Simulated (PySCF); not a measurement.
# MnO: energy against distance

Set-up: PySCF, spin-free X2C with a Gaussian nucleus, basis sets Mn x2c-TZVPPall, O x2c-TZVPPall. Energies in eV from Mn (3d5 4s2) + O in their ground configurations at the same level. State: ⁶Σ⁺ (sextet), unpaired electrons σ ↑, π ↑↑, δ ↑↑.

```csv
R (Å),M06-L,PBE
1.397,-2.520,-3.964
1.462,-3.367,-4.784
1.528,-3.836,-5.230
1.576,-4.004,-5.382
1.625,-4.055,-5.417
1.674,-4.099,-5.363
1.739,-3.973,-5.192
1.820,-3.705,-4.872
1.917,-3.297,-4.405
2.047,-2.703,-3.738
```

Task: Put a parabola through the three lowest points of the PBE curve and estimate Re, k and ωe (reduced mass 12.39 u; 1 eV/Å² = 0.16022 mdyn/Å; ωe = 1302.8·√(k/μ) cm⁻¹).

Result: Through R = 1.576, 1.625, 1.674 Å the second-order coefficient is 18.5 eV/Å², so Re ≈ 1.620 Å, k ≈ 5.94 mdyn/Å and ωe ≈ 902 cm⁻¹. A polynomial fit of higher order to the unrounded PBE energies gives Re = 1.618 Å, k = 6.21 mdyn/Å, ωe = 922 cm⁻¹; anharmonicity and rounding make the difference.

The higher-order fit for each curve: PBE: Re = 1.618 Å, ωe = 922 cm⁻¹, De = 5.42 eV. M06-L gave no clean fit.

The metal atom is held in its measured ground configuration; semilocal functionals can put another filling of s and d lower by some tenths of an eV, and De to that atom would be smaller. ⟨S²⟩ of the unrestricted solution departs from its pure value on part of the curve, where spin states mix. Counting both spins, an empty level lies below a filled one in some of these solutions, because spin and occupation are held. The state is the lowest single determinant that the PBE0 search found; with open d or f shells the true ground state can be another one.
